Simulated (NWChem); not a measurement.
System: SiNH3, singlet; SMILES N[SiH]

The following NWChem deck was run.

```
start job
memory heap 200 mb stack 900 mb global 1100 mb
geometry units angstroms noautosym nocenter noautoz
  Si     0.116148    -0.687165     0.000000
  H     -1.409970    -0.886398     0.000000
  N      0.016964     1.028371     0.000000
  H     -0.830296     1.587874     0.000000
  H      0.849250     1.609980     0.000000
end
basis spherical
  * library def2-svp
end
dft
  xc m05-2x
  iterations 150
end
cosmo
  do_cosmo_smd true
  solvent water
end
task dft energy
```

Low-valent species are run as closed-shell singlets; no triplet was tried in these runs. Geometry: optimised at PBE0/def2-SVP. Solvent: water.

Level: M05-2X/def2-SVP with SMD (1 M gas to 1 M solution), gas-phase geometry. Reactions with the solvent are ignored.

**Question.** Give the results of this calculation. (M05-2X/def2-SVP, SMD on the gas-phase geometry.) Quantities: solvation free energy (kcal/mol); cavity-dispersion-structure term (kcal/mol); dipole in solution (D).

**Answer.** 
| Item | Value |
|---|---|
| solvation free energy (kcal/mol) | -2.3 |
| cavity-dispersion-structure term (kcal/mol) | 2.0 |
| dipole in solution (D) | 2.87 |
